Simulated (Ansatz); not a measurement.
A set of 12 reactions (group exchange), with CCSD(T)/CBS values in kJ/mol:

```tsv
reaction	ΔE
`OC[SiH2][SbH2]` + CH₄ → `CC[SiH2][SbH2]` + H₂O	-58.0
`[SiH3][Se]BCl` + `CC(F)Cl` → `FC(Cl)C[SiH3]` + `ClB[SeH]`	69.1
`O[SiH](O)[AlH2]` + `[SiH3]Cl` → `O[SiH](O)[SiH2]Cl` + `[AlH3]`	-8.2
`O[Si@H](Cl)C[Si@H](O)Cl` + `C[SiH](O)F` → `O[Si@H](Cl)C[Si@@H](O)F` + `C[SiH](O)Cl`	-0.5
`O[SiH2][SeH]` + `[CH3][AlH][OH]` → `[CH3][Al]([OH])[SeH]` + `O[SiH3]`	-56.3
`BOCN` + `CC` → `BOCCC` + NH₃	-17.0
`[OH][GeH]([F])[SiH2]Cl` + `FB1CO1` → `FB1OC1[SiH2]Cl` + `[OH][GeH2][F]`	7.2
`C[CH2][Mg][Br]` + NH₃ → `[MgH][Br]` + `CCN`	50.2
`C[SiH2]OC(F)(F)F` + `CC[SiH2][SeH]` → `C[SiH2][SiH2][SeH]` + `CCOC(F)(F)F`	157.5
`NB[SeH]` + `FCC(F)F` → `FB[SeH]` + `NCC(F)F`	-37.3
`[OH][GeH2][TeH]` + `C[SiH]1[O][AlH]1` → `C[SiH]1[O][Al]1[TeH]` + `[OH][GeH3]`	-52.1
`CCCCC=O` + `Cl[SiH2][SbH2]` → `C[SiH](Cl)[SbH2]` + `CCCC=O`	-54.3
```

Isolated molecules relaxed with PBE0-D4/def2-TZVP in Ansatz; ΔE leaves out vibrations. CCSD(T)/CBS adds triple-zeta CCSD(T) − MP2 to the extrapolated MP2 energy (def2 sets, frozen cores). This one scheme is used for every species. Functionals use def2-TZVPP. B3LYP here is the variant with VWN-RPA as its local correlation; programs differ in this. def2 core potentials past Kr. For Br, Ge, Mg, Sb, Se, Te outer-core shells are correlated without core-valence functions, which leaves a few kJ/mol of doubt a bond. Scalar relativity is left out up to krypton. One conformer a species, not always the lowest.

Task: Give the mean, mean absolute and largest difference (level minus CCSD(T)/CBS, kJ/mol) for: PBE-D4, r2SCAN-D4, PBE0-D4, ωB97X-V, PBE, r2SCAN, PBE0, B3LYP, MP2/def2-TZVPP, CCSD(T)/def2-TZVPP, MP2/def2-QZVPP, HF/CBS(def2), MP2/CBS(def2), CCSD/CBS(def2). (Best estimate.)

Result: Ansatz gave: 
| level | mean | mean absolute | largest |
| --- | --- | --- | --- |
| PBE-D4 | 1.7 | 7.3 | -23.5 |
| r2SCAN-D4 | 0.6 | 4.1 | 12.2 |
| PBE0-D4 | 0.5 | 5.1 | -16.1 |
| ωB97X-V | 0.2 | 5.2 | -16.7 |
| PBE | 2.4 | 7.9 | -24.5 |
| r2SCAN | 0.8 | 4.4 | 13.1 |
| PBE0 | 1.1 | 5.7 | -16.8 |
| B3LYP | 2.6 | 5.8 | 17.8 |
| MP2/def2-TZVPP | -0.4 | 2.7 | 10.6 |
| CCSD(T)/def2-TZVPP | -0.8 | 2.5 | -6.7 |
| MP2/def2-QZVPP | 0.1 | 3.4 | 13.0 |
| HF/CBS(def2) | -0.5 | 7.3 | -26.3 |
| MP2/CBS(def2) | 0.5 | 3.9 | 13.6 |
| CCSD/CBS(def2) | 0.0 | 0.8 | 2.3 |

The largest T1 diagnostic in the set is 0.015, for `C[SiH]1[O][AlH]1` (customary mark 0.02).

CCSD(T)/CBS is a level of theory with its own doubt, and the functionals carry their triple-zeta basis error, so these figures describe this set and don't rank the functionals.
